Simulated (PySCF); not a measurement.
## Beryllium: a sound run and one with changed settings

Sound run: Be²⁺ 1s2, Be³⁺ 1s1. Computed with PySCF 2.14 in jorge-DZP-DKH (4s2p1d, 15 functions), with the spin-free X2C one-electron Hamiltonian (Gaussian nucleus). The sound run starts from symmetry-adapted Hartree-Fock orbitals and uses a fine grid where one is needed.

Changed run: radial step 0.3 in ln r (0.13 in the sound run). This setting is unsound on purpose.

| species | method | sound run (hartree) | changed run (hartree) | converged |
| --- | --- | --- | --- | --- |
| Be²⁺ | UHF | -13.61293 | -13.61293 | yes |
| Be²⁺ | PBE0 | -13.63008 | -13.63008 | yes |
| Be²⁺ | PBE | -13.62065 | -13.62065 | yes |
| Be³⁺ | UHF | -7.99554 | -7.99554 | yes |
| Be³⁺ | PBE0 | -7.98483 | -7.98483 | yes |
| Be³⁺ | PBE | -7.97929 | -7.97929 | yes |

Ionisation energy of Be²⁺:

```tsv
method	sound run (eV)	changed run (eV)
UHF	152.86	152.86
PBE0	153.62	153.62
PBE	153.51	153.51
```

Here the setting changes nothing at the digits shown.

For comparison, NIST gives 153.90 eV between the lowest levels.
